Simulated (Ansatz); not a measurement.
# A barrier at the coupled-cluster level

Start structure (SiNH4Cl3, closed shell), relaxed at PBE0-D4/def2-TZVP:

```xyz
9
angstrom
Si -0.8529 -0.6637 0.2187
N 0.7497 -0.0494 0.3344
Cl -1.1013 -1.2701 -1.7034
Cl -1.2053 -2.2514 1.4594
H -1.8071 0.3982 0.5706
H 0.8230 1.5189 -0.6921
Cl 0.8689 2.6451 -1.3647
H 1.4847 -0.6189 -0.0653
H 1.0404 0.2912 1.2424
```

The step: SiNH₃Cl₂ ([NH2][SiH]([Cl])[Cl]) + HCl → SiHCl₃ ([Cl][SiH]([Cl])[Cl]) + NH₃ (still joined by a long Si–N bond); bonds formed: Si1–Cl7, N2–H6; bonds broken: H6–Cl7; bonds weakened to dative contacts: Si1–N2. Computed with Ansatz 0.2.0 (basis: def2-TZVPP and def2-QZVPP); correlated methods freeze the cores. Extrapolation: Hartree–Fock as exp(−7.88 √X), correlation as X^−2.97. Energies below are by CCSD(T) at an estimated basis limit (MP2 extrapolated from triple and quadruple zeta, plus CCSD(T) − MP2 in triple zeta).

(1) What are the electronic barrier and the energy of the step, from the start structure to the end structure? (An estimate is asked for; the value comes from the calculation.)

T1 diagnostic: at most 0.010.

Answers

(1) The calculation gives: Barrier 11.40 kcal/mol; step energy -6.73 kcal/mol (downhill); reverse barrier, their difference, 18.13 kcal/mol. Barrier and step energy count from the start structure, the reverse barrier from the end structure.

The saddle point: One imaginary mode of 195i cm⁻¹.
| pair | start (Å) | saddle (Å) | end (Å) |
| --- | --- | --- | --- |
| Si1–Cl7 | 4.05 | 2.89 | 2.10 |
| N2–H6 | 1.88 | 1.13 | 1.02 |
| Si1–N2 | 1.72 | 1.83 | 2.05 |
| H6–Cl7 | 1.31 | 1.74 | 2.84 |

Zero-point energy (harmonic, PBE0-D4): ZPE is 30.23 kcal/mol at the start and 31.27 kcal/mol at the saddle, so the barrier goes from 11.40 to 12.44 kcal/mol.

Hydrogen chloride, the by-product of chloride precursors, can attack films and sites by steps of this kind.

Labels in which every atom is bracketed show which atoms are joined, not bond orders.

For scale, one of the runs: CCSD(T)/def2-TZVPP, 255 basis functions, launched by `ansatz run in.yaml --threads 8 --pin off --events-out ev --progress --plain --max-ram 19148MiB`. Hardware: 8 CPU threads of an Arm Neoverse V1, shared host. Wall time 2 min; peak host memory 5.2 GiB.
